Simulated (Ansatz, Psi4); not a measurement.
A ladder of methods for H2Se (hydrogen selenide)

H2Se has 3 atoms, charge 0, and is taken as a singlet. SMILES: `[SeH2]`. The shape is that of a PBE0-D4/def2-TZVP optimisation.

```
atom    x (Å)    y (Å)    z (Å)
  Se   0.5607  -0.2747   0.2802
   H   0.0454   1.0919   0.1439
   H  -0.6061  -0.8172  -0.4241
```

Each level gives the atomisation enthalpy at 298 K (kJ/mol). The values are calculated. The thermal term (zero-point and 298 K enthalpy, harmonic and unscaled) is that of PBE0-D4/def2-TZVP; the spin-orbit lowering of the free atoms at 298 K, 11.3 kJ/mol by their spectra, is taken off.

Measured value to compare with: CRC Handbook of Chemistry and Physics gives the atomisation enthalpy at 298 K of the gas as 633 kJ/mol.

```
                                             level                    kind  program  value (kJ/mol)  computed − measured
                                 SVWN5/def2-TZVPPD                     LDA   Ansatz             748                 +115
                                r2SCAN/def2-TZVPPD                meta-GGA   Ansatz             647                  +14
                               r2SCAN0/def2-TZVPPD         hybrid meta-GGA   Ansatz             636                   +3
                                 HSE06/def2-TZVPPD  range-separated hybrid   Ansatz             634                   +1
                                 wB97X/def2-TZVPPD  range-separated hybrid     Psi4             645                  +12
                                   MP2/def2-TZVPPD     perturbation theory   Ansatz             622                  -11
OMP2/def2-TZVPPD (density fitting for correlation)     perturbation theory     Psi4             625                   -8
                               BCCD(T)/def2-TZVPPD   coupled cluster or CI   Ansatz             639                   +6
                                        FCI/STO-3G      exact in the basis   Ansatz             674                  +41
```

Nearest: HSE06/def2-TZVPPD (+1 kJ/mol); farthest: SVWN5/def2-TZVPPD (+115 kJ/mol). Computed less measured by kind, in kJ/mol (of the ab initio rows, those in def2-TZVPPD): LDA +115; meta-GGA +14; global hybrid +3; range-separated hybrid +1 to +12; perturbation theory -11 to -8; coupled cluster or CI +6. In a finite basis correlated wave-function methods underbind, so their errors here aren't those of the basis-set limit. The measured heats of formation of B, Si, Al and metal atoms are uncertain by some kJ/mol each. All-electron rows without a relativistic Hamiltonian named are non-relativistic. High-level rows in very small sets aren't better than simpler rows in larger ones. In the correlated wave-function rows the outer d shell of Se is correlated, in sets not made for it.
